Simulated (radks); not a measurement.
Values are calculated unless marked as measured or tabulated.
Neutral iridium inside a hard spherical wall (all orbitals vanish at R), configuration held at [Xe] 4f14 5d7 6s2 and not refilled when levels cross. Level of theory: scalar-relativistic Kohn-Sham, LDA (Slater exchange, VWN5 correlation), spin-unpolarised, spherical densities, finite nucleus; Fermi nuclear charge, rms radius 5.4032 fm (a radial shooting solver on a logarithmic mesh with Libxc functionals). Eigenvalues in eV, with the zero of energy where the potential of the charges vanishes at infinity; a dash marks a level that is unbound or too diffuse for the functional's potential to be trusted. A positive occupied level is held by the wall or, in an anion where self-interaction has pushed it up, behind a barrier. The pressure on the wall is -dE/dV.

R (bohr) = free: E (hartree) -17814.0947; kinetic (hartree) 19790.939; e(4f) -62.552; e(5p) -54.934; e(5d) -7.362; e(6s) -6.580; e(6p, empty) -1.346; e(7s, empty) -0.013; pressure (GPa) 0
R (bohr) = 20: E (hartree) -17814.0947; kinetic (hartree) 19790.939; e(4f) -62.552; e(5p) -54.934; e(5d) -7.362; e(6s) -6.580; e(6p, empty) -1.346; e(7s, empty) 0.119; pressure (GPa) < 0.0001
R (bohr) = 15: E (hartree) -17814.0947; kinetic (hartree) 19790.939; e(4f) -62.552; e(5p) -54.934; e(5d) -7.362; e(6s) -6.580; e(6p, empty) -1.343; e(7s, empty) 0.351; pressure (GPa) < 0.0001
R (bohr) = 8: E (hartree) -17814.0929; kinetic (hartree) 19790.958; e(4f) -62.452; e(5p) -54.835; e(5d) -7.269; e(6s) -6.490; e(6p, empty) -0.934; e(7s, empty) 3.755; pressure (GPa) 0.0896
R (bohr) = 7: E (hartree) -17814.0877; kinetic (hartree) 19791.002; e(4f) -62.254; e(5p) -54.641; e(5d) -7.090; e(6s) -6.306; e(6p, empty) -0.456; e(7s, empty) 6.172; pressure (GPa) 0.451
R (bohr) = 4: E (hartree) -17813.6405; kinetic (hartree) 19793.299; e(4f) -55.969; e(5p) -48.865; e(5d) -1.743; e(6s) 0.709; e(6p, empty) 10.904; e(7s, empty) 43.395; pressure (GPa) 99.8
R (bohr) = 3.5: E (hartree) -17813.1106; kinetic (hartree) 19795.598; e(4f) -51.442; e(5p) -44.938; e(5d) 2.160; e(6s) 6.804; e(6p, empty) 19.623; e(7s, empty) 67.005; pressure (GPa) 300
R (bohr) = 3: E (hartree) -17811.8333; kinetic (hartree) 19800.782; e(4f) -43.460; e(5p) -38.276; e(5d) 9.360; e(6s) 19.367; e(6p, empty) 36.731; e(7s, empty) 109.26; pressure (GPa) 1020
R (bohr) = 2.5: E (hartree) -17808.3842; kinetic (hartree) 19814.136; e(4f) -28.416; e(5p) -25.946; e(5d) 24.049; e(6s) 48.133; e(6p, empty) 73.567; e(7s, empty) 191.81; pressure (GPa) 4230
R (bohr) = 2: E (hartree) -17797.3618; kinetic (hartree) 19854.378; e(4f) 2.924; e(5p) 1.637; e(5d) 59.041; e(6s) 123.45; e(6p, empty) 163.01; e(7s, empty) 374.33; pressure (GPa) 22900
